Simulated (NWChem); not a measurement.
MgO; SMILES [O]=[Mg]

Program: NWChem. Pople sets run with spherical d functions. All runs use the structure optimised with B3LYP/6-31G* (spherical d). Total energies compare along this basis series because the functional is fixed.

```csv
level,basis functions,energy (Ha),highest occupied level (eV),orbital gap (eV),dipole (D)
PBE/3-21G,22,-273.4468,-4.76,0.54,4.71
PBE/6-31G*,32,-275.0024,-4.71,0.48,5.96
PBE/6-31+G*,40,-275.0110,-4.85,0.47,7.04
PBE/6-311G**,44,-275.0426,-4.75,0.50,?
PBE/6-311++G**,52,-275.0489,-4.85,0.49,7.09
PBE/def2-TZVPD,75,-275.0599,-4.82,0.50,7.09
PBE/def2-QZVP,108,-275.0744,-4.80,0.52,7.07
```

Question: What belongs in the gaps?

Answer: 
- PBE/6-311G**, dipole (D): 6.23
